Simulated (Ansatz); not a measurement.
Cost and result up the ladder for Al(OH)3 (AlO₃H₃) (7 atoms). The state is a singlet with charge 0. Geometry: PBE-D4/def2-TZVP.

```xyz
7

Al    0.0001    0.0001    0.0005
O    -0.8983   -1.4478   -0.1049
H    -1.8614   -1.4199   -0.1885
O     1.7002   -0.0592    0.1468
H     2.1584   -0.9105    0.1709
O    -0.8013    1.5070   -0.0418
H    -0.2976    2.3304    0.0171
```

Ansatz on 4 threads of Arm Neoverse V2 on a shared host. Times are rough, and most runs start from the orbitals of an earlier one. ωB97M-V/def2-TZVP serves as the yardstick here, not as an exact answer. Differences are given only for rows in sets of like size (and for xTB, whose basis is part of the method), since another set adds its own error. Binding counts from free atoms at the same level (Al doublet, O triplet, H doublet; other spins of the atoms weren't run), without zero-point energy or a counterpoise term.

HSE06 is defined as in plane-wave codes, on full-range PBE exchange. Correlated methods freeze 8 core orbitals.

Correlated methods converge slowly with the basis.

```tsv
level	functions	wall time
HF/STO-3G	27	0.1 s
PBE-D4/def2-SVP	75	0.45 s
MP2/def2-TZVP	148	0.75 s
PBE-D4/def2-TZVP	148	0.8 s
revPBE-D4/def2-TZVP	148	0.85 s
HSE06-D4/def2-TZVP	148	1.1 s
CAM-B3LYP-D4/def2-TZVP	148	1.2 s
PBE-D4/def2-TZVPD	190	1.4 s
PBE0-D4/def2-TZVP (with forces)	148	1.4 s
PBE0-D4/def2-TZVPD	190	1.6 s
r2SCAN0-D4/def2-TZVP	148	2 s
B97M-V/def2-TZVP	148	2.9 s
ωB97M-V/def2-TZVP	148	3.3 s
CCSD(T)/def2-TZVPP	177	23 s
```

Estimate what each level gives for the binding energy per atom (eV).


| level | binding energy per atom (eV) | difference from ωB97M-V/def2-TZVP (eV) |
| --- | --- | --- |
| HF/STO-3G | 2.74 | – |
| PBE-D4/def2-SVP | 4.11 | – |
| MP2/def2-TZVP | 4.12 | 0.02 |
| PBE-D4/def2-TZVP | 4.15 | 0.04 |
| revPBE-D4/def2-TZVP | 4.02 | -0.09 |
| HSE06-D4/def2-TZVP | 4.02 | -0.09 |
| CAM-B3LYP-D4/def2-TZVP | 4.11 | 0.00 |
| PBE-D4/def2-TZVPD | 4.15 | 0.05 |
| PBE0-D4/def2-TZVP (with forces) | 4.01 | -0.09 |
| PBE0-D4/def2-TZVPD | 4.02 | -0.08 |
| r2SCAN0-D4/def2-TZVP | 3.98 | -0.12 |
| B97M-V/def2-TZVP | 4.08 | -0.03 |
| ωB97M-V/def2-TZVP | 4.10 | 0.00 |
| CCSD(T)/def2-TZVPP | 4.02 | -0.08 |
